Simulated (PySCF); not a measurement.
Species: C₃H₁₀GeO.
Atom-mapped SMILES: `[CH3:1][CH:2]([CH3:3])[O:4][GeH3:5]` (hydrogens: H6, H7, H8 on C1; H9 on C2; H10, H11, H12 on C3; H13, H14, H15 on Ge5)

Geometry (GFN2-xTB, Å), atoms numbered from 1 in this order:
```
atom  x, y, z in Å
C1    -1.764   -0.165   -0.848
C2    -0.551   -0.332    0.063
C3    -0.492    0.777    1.107
O4     0.595   -0.340   -0.766
Ge5    2.273   -0.345   -0.317
H6    -2.682   -0.221   -0.269
H7    -1.714    0.797   -1.351
H8    -1.769   -0.949   -1.601
H9    -0.624   -1.301    0.580
H10   -1.405    0.787    1.697
H11    0.359    0.615    1.770
H12   -0.372    1.740    0.615
H13    2.895   -0.532   -1.655
H14    2.677    0.956    0.324
H15    2.568   -1.479    0.630
```

The closed-shell ground state was solved at several levels (PySCF, density fitting, gas phase). Relativistic effects, spin–orbit coupling among them, are left out although an element past zinc is present.

```
              level  basis functions  HOMO (eV)  LUMO (eV)  gap (eV)  dipole (D)
      PBE0/pcSseg-1              159      -7.64       0.67      8.31        1.11
CAM-B3LYP/def2-SVPD              201      -9.09       1.06     10.15        1.13
```

Q: What might B3LYP/pcJ-1 (pcSseg-1 on Ge) (249 basis functions) give for the same quantities?

A: HOMO -7.40 eV, LUMO 0.46 eV, gap 7.86 eV, dipole 1.09 D.

Q: Over all these levels, which gives the widest orbital gap and which the narrowest?

A: CAM-B3LYP/def2-SVPD (range-separated hybrid) has the widest, 10.15 eV, and B3LYP/pcJ-1 (pcSseg-1 on Ge) (global hybrid, 20 % exact exchange) the narrowest, 7.86 eV. Functional and basis both differ between the two, so the spread mixes both effects.

Q: How far do the dipole and the HOMO energy spread over the levels?

A: The dipole runs from 1.09 to 1.13 D (mean 1.11 D) and the HOMO from -9.09 to -7.40 eV.

One conformer stands for the species.
